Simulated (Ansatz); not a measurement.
Cost and result for the atomization energy of AlGaH$_{4}$ (6 atoms, 5 bonds).

Cartesian coordinates in Å:
```
Al 0.595 -0.699 0.460
Ga -1.050 0.375 -0.997
H -0.033 -1.434 1.713
H 1.979 -0.989 -0.249
H 0.214 0.971 0.444
H -1.706 1.776 -1.371
```

The species carries charge 0 and has multiplicity 1. Correlated methods include outer-core shells of Ga, which these sets cover unevenly. Scalar relativity is left out up to krypton. The bonds changed during the relaxation, so this is another structure than the one it started from. The geometry is a stationary point of PBE0-D4/def2-TZVP. Program: Ansatz. All runs use 2 threads of an Arm Neoverse V1 on a shared host. Times are those of one run each, without the atoms' runs, and a repeat can differ threefold. Electronic energies, without spin–orbit coupling; frozen cores. CCSD(T)/CBS adds CCSD(T) − MP2 in def2-TZVPP to the MP2 limit, and its time is that of the two runs behind it. T1 = 0.014. With those shells the extrapolation isn't a true limit. B3LYP takes the VWN-RPA correlation (the form of Gaussian; ORCA's B3LYP/G).

CCSD(T)/CBS is a level of theory with its own doubt, some kJ/mol a heavy atom from the limit and from the frozen cores, so smaller differences don't rank the functionals.

```
                             level  functions  wall time  atomization (kJ/mol)  difference from CCSD(T)/CBS  per bond
            LDA (SPW92)/def2-TZVPP        146     0.85 s                1397.5                        121.1      24.2
                  CCSD(T)/def2-SVP         70      1.1 s                1194.2                        -82.2     -16.5
              revPBE-D4/def2-TZVPP        146      1.5 s                1224.3                        -52.1     -10.4
   PBE-D4/def2-TZVPP (with forces)        146      1.6 s                1239.5                        -36.9      -7.4
           CAM-B3LYP-D4/def2-TZVPP        146      2.1 s                1264.6                        -11.8      -2.4
 B3LYP-D4/def2-TZVPP (with forces)        146      2.5 s                1260.3                        -16.1      -3.2
                 B2PLYP/def2-TZVPP        146      3.1 s                1240.7                        -35.7      -7.2
             r2SCANh-D4/def2-TZVPP        146      3.6 s                1272.2                         -4.2      -0.9
r2SCAN-D4/def2-TZVPP (with forces)        146      3.7 s                1277.7                          1.3       0.2
  ωB97M-V/def2-TZVPP (with forces)        146        8 s                1262.1                        -14.3      -2.9
                    MP2/def2-QZVPP        279      9.5 s                1231.9                        -44.5      -8.9
                CCSD(T)/def2-TZVPP        146       13 s                1250.8                        -25.6      -5.1
                 CCSD(T)/CBS(def2)          –       22 s                1276.4                          0.0       0.0
```

From r2SCAN to r2SCAN0 (25 % exact exchange), in def2-TZVPP and without D4, the atomization energy moves by −13.2 kJ/mol: exact exchange takes away binding that semilocal exchange gives to molecules. Leaving LDA and LC-ωPBE aside and taking each functional with its dispersion term where it has one, the values, not all of them listed here, spread over 94.1 kJ/mol, from revPBE-D4 to B97M-V. LDA lies +167.1 kJ/mol from PBE without D4, its usual overbinding. At CCSD(T), def2-SVP lies −82.3 kJ/mol from the extrapolated value and def2-TZVPP −25.7 kJ/mol: correlation converges slowly with the basis, and small sets miss more of it in the bonded molecule than in its fragments.
